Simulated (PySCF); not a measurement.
BFH4O3Si. Atoms are numbered in the order given.

```xyz
10

Si    -1.4022    -0.5015     0.0636
F     -2.0269     0.2628    -1.2170
O     -0.0421     0.2810     0.5482
B      1.3195     0.2175     0.2938
O      2.1142     1.2304     0.7132
O      1.9074    -0.8219    -0.3525
H     -1.0670    -1.8858    -0.3760
H     -2.3949    -0.4595     1.1592
H      1.6006     1.9201     1.1433
H      1.3014    -1.5228    -0.6045
```

Geometry optimised at PBE0-D3(BJ)/def2-SVP. The structure was generated by enumeration, and PubChem lists no compound with its InChIKey, so it may never have been made. Other conformers were not sampled.

The numbers are results of M06-2X/def2-TZVP in PySCF, not measurements.

Atomic charges (e):

| atom | Mulliken | Löwdin |
|---|---|---|
| Si1 | 0.58 | 0.15 |
| F2 | -0.34 | -0.01 |
| O3 | -0.39 | (withheld) |
| B4 | 0.42 | -1.11 |
| O5 | -0.42 | (withheld) |
| O6 | -0.43 | (withheld) |
| H7 | -0.04 | -0.04 |
| H8 | -0.03 | -0.04 |
| H9 | 0.33 | (withheld) |
| H10 | 0.32 | (withheld) |

What belongs in the gaps? (An estimate is asked for; the answer gives what the named calculation found.)


- O3, Löwdin: 0.24
- O5, Löwdin: 0.20
- O6, Löwdin: 0.20
- H9, Löwdin: 0.22
- H10, Löwdin: 0.21

Computed Mayer and Wiberg (Löwdin basis) orders of the bonds:
```
bond    Mayer  Wiberg
------  -----  ------
Si1–F2   1.07    1.71
Si1–O3   1.16    1.50
O3–B4    1.09    1.74
B4–O5    1.35    2.00
B4–O6    1.32    1.99
Si1–H7   0.95    0.93
Si1–H8   0.97    0.95
O5–H9    0.87    0.94
O6–H10   0.87    0.95
```
